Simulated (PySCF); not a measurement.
# Removal energies of Sc¹¹⁺ from EOM-IP-GCCSD

Reference: closed-shell Sc¹¹⁺, [Ne]; one electron is removed. Calculated with PySCF 2.14, two-component X2C-1e with screened spin-orbit coupling, an uncontracted even-tempered set (18 s from 0.36 bohr⁻², ratio 2.6; 12 p from 0.47 bohr⁻², ratio 2.6; 6 d from 0.48 bohr⁻², ratio 2.8; 3 f from 19 bohr⁻², ratio 2.8); frozen 1s2; the 44 highest virtual spinors dropped; of the others 44 kept and the rest restored at second order. No Breit or QED terms. Binding energies in eV.

```tsv
level	Koopmans	second order	EOM-CCSD
2s1/2	783.99	780.66	780.80
2p1/2	692.73	690.57	690.81
2p3/2	687.76	685.67	685.90
```

For comparison, the ionisation energy of Sc¹¹⁺ is 687.36 ± 0.12 eV (measured; NIST Atomic Spectra Database, ionization energies).

The screened spin-orbit operator tends to give fine-structure splittings of light species too large.
